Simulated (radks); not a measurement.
Spin polarisation of the 2p2 shell in N+. Start: [He] 2s2 2p(up 1, down 1); electrons of 2p are moved from spin down to spin up, other shells keep equal spins. All-electron calculation, scalar-relativistic Kohn-Sham, PBE, spin-polarised, spherical densities, finite nucleus; Fermi nuclear charge, rms radius of each element as measured or else 0.836 A^(1/3) + 0.57 fm. Program: a radial shooting solver on a logarithmic mesh with Libxc functionals.

| moment (Bohr magnetons) | E - E(0) (eV) | e(2p up) (eV) | e(2p down) (eV) | 2s down minus up (eV) |
|---|---|---|---|---|
| 0 | 0.000 | -20.688 | -20.688 | 0.000 |
| 0.5 | -0.112 | -21.108 | -20.210 | 0.920 |
| 1 | -0.450 | -21.472 | -19.670 | 1.849 |
| 1.5 | -1.014 | -21.781 | -19.063 | 2.794 |
| 2 | -1.810 | -22.032 | -18.385 | 3.760 |

At moment 2 the spin-polarisation energy is -1.810 eV and the 2p exchange splitting 3.647 eV, that is 1.824 eV per Bohr magneton; E = -I m^2/4 would give I = 1.810 eV.
